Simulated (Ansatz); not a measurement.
Stepwise reaction of `[NH2][GaH][NH2]` with water, as a gas-phase model of exchange steps in deposition or etching. ΔE in kJ/mol; ΔG adds harmonic PBE0-D4 terms to CCSD(T)/CBS, at 1 bar.

Program: Ansatz. Geometries: PBE0-D4/def2-TZVP. ΔE: electronic, gas phase. CCSD(T)/CBS is the MP2 limit (def2-TZVPP, def2-QZVPP) plus CCSD(T) − MP2 in def2-TZVPP, frozen cores. This one scheme is used for every species. DFT in def2-TZVPP. B3LYP here is the variant with VWN-RPA as its local correlation; programs differ in this. For Ga outer-core shells are correlated without core-valence functions, which leaves a few kJ/mol of doubt a bond. Scalar relativity is left out up to krypton. Each species was taken in one conformer, which may not be the lowest.

| step | reaction | PBE-D4 | B3LYP-D4 | ωB97M-V | CCSD(T)/CBS | ΔG(500 K) |
| --- | --- | --- | --- | --- | --- | --- |
| 1 | `[NH2][GaH][NH2]` + H₂O → `[NH2][GaH][OH]` + NH₃ | -24.4 | -24.8 | -23.8 | -18.7 | -9.3 |
| 2 | `[NH2][GaH][OH]` + H₂O → `[OH][GaH][OH]` + NH₃ | -25.2 | -25.3 | -24.1 | -19.0 | -12.4 |

**Question.** By hand: ΔE of the 2 steps together at CCSD(T)/CBS.

**Answer.** (-18.7) + (-19.0) = -37.7 kJ/mol, or -18.9 kJ/mol a step.

In ΔE the steps differ by no more than 0.3 kJ/mol. All are downhill at CCSD(T)/CBS. ΔG lies between -12.4 and -9.3 kJ/mol a step. PBE-D4 differs from CCSD(T)/CBS by -6.2 to -5.7 kJ/mol a step. Isolated molecules leave out the surface, adducts and barriers. Largest T1 diagnostic: 0.015.
